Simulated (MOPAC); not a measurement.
Input file for MOPAC: AM1 on BS, 2S+1 = 2, a spin state set in the input, which need not be the lowest, a point of a bond scan (R = 1.656 Å).

```
AM1 1SCF PRECISE CHARGE=0 UHF MS=0.5 THREADS=1
BS

B      0.00000000 1     0.00000000 1     0.00000000 1
S      0.00000000 1     0.00000000 1     1.65579400 1
```

The log:

```
*******************************************************************************
 **                                                                           **
 **                              MOPAC v23.2.5                                **
 **                                                                           **
 *******************************************************************************
 ** MOPAC's Digital Object Identifier: https://doi.org/10.5281/zenodo.6511958 **
 **                                                                           **
 ** Please cite the open-source release paper for use of this MOPAC version:  **
 ** J. E. Moussa and J. J. P. Stewart (2026)                                  **
 ** MOPAC: An open-source semiempirical molecular orbital program             **
 ** J. Open Source Softw., 11(119), 8025, https://doi.org/10.21105/joss.08025 **
 *******************************************************************************

                              AM1 CALCULATION RESULTS

 *******************************************************************************
 *  AM1        - The AM1 Hamiltonian to be used
 *  UHF        - UNRESTRICTED HARTREE-FOCK CALCULATION
 *
 *
 *
 *                 CHARGE ON SYSTEM = 0
 *
 *
 *
 *  MS=        - IN MECI, MAGNETIC COMPONENT OF SPIN =  0.5
 *  PRECISE    - TIGHTER CRITERIA TO BE USED
 *  1SCF       - DO 1 SCF AND THEN STOP
 *  THREADS=1  - MULTI-THREADING NOT USED
 *  T=         - A TIME OF 172800.0 SECONDS REQUESTED
 *  DUMP=N     - RESTART FILE WRITTEN EVERY 7200.0 SECONDS REQUESTED
 *******************************************************************************
AM1 1SCF PRECISE CHARGE=0 UHF MS=0.5 THREADS=1
 BS

   ATOM   CHEMICAL          X               Y               Z
  NUMBER   SYMBOL      (ANGSTROMS)     (ANGSTROMS)     (ANGSTROMS)

     1       B          0.00000000  *   0.00000000  *   0.00000000  *
     2       S          0.00000000  *   0.00000000  *   1.65579400  *



          CARTESIAN COORDINATES

    NO.       ATOM           X           Y           Z

     1         B          0.0000      0.0000      0.0000
     2         S          0.0000      0.0000      1.6558

  B: (AM1): M.J.S. DEWAR ET AL, ORGANOMETALLICS, 7, 513-521 (1988)
  S: (AM1): M.J.S. DEWAR, Y-C YUAN, INORGANIC CHEMISTRY, 29, 3881:3890,  (1990)

           Empirical Formula: B S  =     2 atoms



      MOLECULAR POINT GROUP   :   C*v


          UHF CALCULATION, NO. OF ALPHA ELECTRONS =    5
                           NO. OF BETA  ELECTRONS =    4

 -------------------------------------------------------------------------------
 AM1 1SCF PRECISE CHARGE=0 UHF MS=0.5 THREADS=1
 BS



     1SCF WAS SPECIFIED, SO BFGS WAS NOT USED
     SCF FIELD WAS ACHIEVED


                              AM1 CALCULATION
                                                       MOPAC v23.2.5 Linux




          FINAL HEAT OF FORMATION =         79.78758 KCAL/MOL =     333.83121 KJ/MOL


          COSMO AREA              =         77.25 SQUARE ANGSTROMS
          COSMO VOLUME            =         61.20 CUBIC ANGSTROMS

          IONIZATION POTENTIAL    =         10.161746 EV
          ALPHA SOMO LUMO (EV)    =        -10.639  0.829
          BETA  SOMO LUMO (EV)    =        -10.162 -2.537
          NO. OF ALPHA ELECTRONS  =          5
          NO. OF BETA  ELECTRONS  =          4
          MOLECULAR WEIGHT        =         42.8700         POINT GROUP:  C*v

          MOLECULAR DIMENSIONS (Angstroms)

            Atom       Atom       Distance
            S     2    B     1     1.65579
            S     2    B     1     0.00000
            B     1    S     2     0.00000


          SCF CALCULATIONS        =          1





   ATOM   CHEMICAL          X               Y               Z
  NUMBER   SYMBOL      (ANGSTROMS)     (ANGSTROMS)     (ANGSTROMS)

     1       B          0.00000000  *   0.00000000  *   0.00000000  *
     2       S          0.00000000  *   0.00000000  *   1.65579400  *

                             CARTESIAN COORDINATES

   1    B        0.000000000     0.000000000     0.000000000
   2    S        0.000000000     0.000000000     1.655794000


           Empirical Formula: B S  =     2 atoms



      MOLECULAR POINT GROUP   :   C*v


          ALPHA EIGENVALUES
 -22.51711 -15.12874 -11.07620 -10.63929 -10.63929   0.82860   0.82860   1.89910


           BETA EIGENVALUES
 -21.67095 -13.23547 -10.16175 -10.16175  -2.53653   1.40345   1.40345   2.50590


              NET ATOMIC CHARGES AND DIPOLE CONTRIBUTIONS

  ATOM NO.   TYPE          CHARGE      No. of ELECS.   s-Pop       p-Pop
    1          B           0.311967        2.6880     1.64649     1.04154
    2          S          -0.311967        6.3120     1.92281     4.38916
 DIPOLE           X         Y         Z       TOTAL
 POINT-CHG.     0.000     0.000    -2.481     2.481
 HYBRID        -0.000    -0.000    -0.487     0.487
 SUM           -0.000    -0.000    -2.968     2.968


          ATOMIC ORBITAL ELECTRON POPULATIONS

     Atom    s        px        py        pz
    1  B   1.64649   0.29680   0.29680   0.44794
    2  S   1.92281   1.70320   1.70320   0.98276


                    (SZ)    =    0.500000
                    (S**2)  =    0.764149


          ATOMIC ORBITAL SPIN POPULATIONS

    Atom   Total    s     px     py     pz
         Atomic
    1  B  0.5586  0.230  0.007  0.007  0.315
    2  S  0.4414 -0.016 -0.007 -0.007  0.471

 **********************
 *                    *
 * JOB ENDED NORMALLY *
 *                    *
 **********************




 == MOPAC DONE ==
```

The run finished.

Cost: very roughly 0.010 core-seconds.
